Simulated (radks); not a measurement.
Results of a calculation; reference values are marked as such.
Initial-state core-level shifts of the praseodymium ion Pr2+ when its valence configuration changes from [Xe] 4f3. Code: a radial shooting solver on a logarithmic mesh with Libxc functionals. Model: scalar-relativistic Kohn-Sham, BLYP, spin-polarised, spherical densities, point nucleus; open shells are filled with parallel spins first (spin-orbit coupling, left out, can overturn this in heavy ions). Shifts are changes of the shell-averaged eigenvalues in eV (positive: less bound).

[
 {"valence": "4f2 5d1", "4s": "-7.484", "4p": "-7.295", "4d": "-6.939", "5s": "-3.415"},
 {"valence": "4f2.5 6p0.5", "4s": "-5.288", "4p": "-5.205", "4d": "-5.048", "5s": "-3.367"},
 {"valence": "4f2 6p1", "4s": "-11.085", "4p": "-10.898", "4d": "-10.551", "5s": "-6.878"},
 {"valence": "4f2 6s1", "4s": "-10.033", "4p": "-9.847", "4d": "-9.501", "5s": "-5.855"},
 {"valence": "4f2.5 6s0.5", "4s": "-4.759", "4p": "-4.676", "4d": "-4.519", "5s": "-2.843"},
 {"valence": "4f2.5 5d0.5", "4s": "-3.573", "4p": "-3.486", "4d": "-3.322", "5s": "-1.672"},
 {"valence": "4f1 5d2", "4s": "-16.075", "4p": "-15.633", "4d": "-14.826", "5s": "-6.975"},
 {"valence": "4f0.5 5d2.5", "4s": "-20.663", "4p": "-20.073", "4d": "-19.011", "5s": "-8.754"},
 {"valence": "4f1.5 5d1 6p0.5", "4s": "-13.525", "4p": "-13.217", "4d": "-12.648", "5s": "-6.958"}
]
